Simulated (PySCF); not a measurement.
Compound: C5H18Si4.
Bonds: Si1–Si2, Si2–Si3, Si3–Si4, Si4–C5, C5–C6, C6–C7, C7–C8, C8–C9, C5–C9. Hydrogens: H10, H11, H12 on Si1; H13, H14 on Si2; H15, H16 on Si3; H17, H18 on Si4; H19 on C5; H20, H21 on C6; H22, H23 on C7; H24, H25 on C8; H26, H27 on C9.

The calculation used PySCF 2.14.0, PBE0-D3(BJ)/def2-SVP geometry optimisation, gas phase.

Question: Give the optimised bond lengths and angles.

Answer: 
```csv
bond,length (Å)
Si1–Si2,2.346
Si2–Si3,2.348
Si3–Si4,2.347
Si4–C5,1.890
"C5–C6, C5–C9",1.533
"C6–C7, C8–C9",1.538
C7–C8,1.546
"Si1–H10, Si1–H11, Si1–H12",1.496
"Si2–H13, Si2–H14",1.498
"Si3–H15, Si3–H16",1.498
"Si4–H17, Si4–H18",1.499
C5–H19,1.108
"C6–H20, C9–H27",1.104
"C6–H21, C9–H26",1.101
"C7–H22, C8–H24",1.101
"C7–H23, C8–H25",1.100
```

Bonds in one row agree within 0.01 Å and their mean is given. A selection of angles:
```csv
angle,degrees
Si2–Si1–H10,111.8
Si2–Si1–H11,109.3
H10–Si1–H11,108.6
H11–Si1–H12,108.4
Si1–Si2–Si3,108.3
Si1–Si2–H13,108.8
Si3–Si2–H13,109.3
Si3–Si2–H14,112.3
H13–Si2–H14,108.1
Si2–Si3–Si4,106.2
Si2–Si3–H15,109.1
Si4–Si3–H15,112.0
H15–Si3–H16,108.4
Si3–Si4–C5,107.9
Si3–Si4–H17,111.1
Si3–Si4–H18,108.7
C5–Si4–H17,110.0
C5–Si4–H18,111.0
H17–Si4–H18,108.2
Si4–C5–C6,116.3
Si4–C5–C9,114.3
Si4–C5–H19,106.9
C6–C5–C9,102.3
C6–C5–H19,108.3
C5–C6–C7,103.7
C5–C6–H20,109.5
C5–C6–H21,113.2
C7–C6–H20,110.2
C7–C6–H21,113.2
H20–C6–H21,107.0
C6–C7–C8,105.7
C6–C7–H22,109.6
C6–C7–H23,112.2
C8–C7–H22,110.2
C8–C7–H23,112.7
H22–C7–H23,106.5
C7–C8–H24,110.6
C7–C8–H25,112.2
H24–C8–H25,106.4
C5–C9–C8,104.7
```

Dihedral angles: Si1–Si2–Si3–Si4 -52° (synclinal); Si2–Si3–Si4–C5 -45° (synclinal); Si3–Si4–C5–C6 -177° (antiperiplanar); Si4–C5–C6–C7 167° (antiperiplanar); C5–C6–C7–C8 -29° (synperiplanar); C6–C7–C8–C9 5° (synperiplanar); C7–C8–C9–C5 20° (synperiplanar); Si4–C5–C9–C8 -165° (antiperiplanar). The mirror-image conformer, all signs reversed, is as good.

Si1 (SiH3 silicon) is tetrahedral (angles from 108.4° to 111.8°). The 5-membered ring C5–C6–C7–C8–C9 has internal angles of 102.3° to 105.9°; it is puckered, 0.18 Å rms from its mean plane, widest ring torsion 42°. Si4 (SiH2 silicon) is tetrahedral (angles from 107.9° to 111.1°). Si2 (SiH2 silicon) is tetrahedral (angles from 108.1° to 112.3°). Of the pairs four or more bonds apart, Si2···H19 is among the closest relative to their van der Waals radii: 3.35 Å, 101 % of the sum of Bondi's values. All 3 Si–Si bonds measure 2.346 to 2.348 Å. Si3 (SiH2 silicon) is tetrahedral (angles from 106.2° to 112.0°).

Point group: C1 (no symmetry element, even within 0.4 Å). No frequency check. One conformer, not necessarily the lowest.
